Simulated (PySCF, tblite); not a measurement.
Isomers of [C6H10NS]+ (charge +1), one GFN2-xTB conformer each. Single-point energies are computed at PBE0/pcSseg-1 (PySCF, gas phase, no added dispersion term), electronic only.

Question: Rank them by PBE0/pcSseg-1 energy, lowest first (kcal/mol).
A. `[CH3:1][NH2+:2][CH2:3][c:4]1[cH:5][cH:6][cH:7][s:8]1` (charge +1) with C1–N2–C3–C4 179°, N2–C3–C4–C5 109°
B. `[CH3:1][CH2:2][c:3]1[cH:4][s:5][cH:6][n+:7]1[CH3:8]` (charge +1) with C1–C2–C3–C4 -88°

Answer: B (0.0), A (8.0).

As drawn, the higher has an N–H bond, which the lower lacks. GFN2-xTB itself gives, in the same order: 0.0, 26.5. Both levels put the same isomer lowest.

Which frontier levels and rotational constants go with these structures?

```csv
SMILES,"HOMO (eV, PBE0/pcSseg-1)",LUMO (eV),"A, B, C (MHz)"
CCc1csc[n+]1C,-12.30,-6.35,"2856, 1402, 1024"
C[NH2+]Cc1cccs1,-10.85,-4.68,"4246, 985.9, 854.6"
```

What happens when harmonic zero-point energies from GFN2-xTB frequencies are added?

```json
{"SMILES": "CCc1csc[n+]1C", "ZPE (kcal/mol)": "93.4", "electronic (kcal/mol)": "0.0", "with ZPE (kcal/mol)": "0.0"}
{"SMILES": "C[NH2+]Cc1cccs1", "ZPE (kcal/mol)": "93.8", "electronic (kcal/mol)": "8.0", "with ZPE (kcal/mol)": "8.4"}
```

The zero-point energies span 0.4 kcal/mol. The order is unchanged.
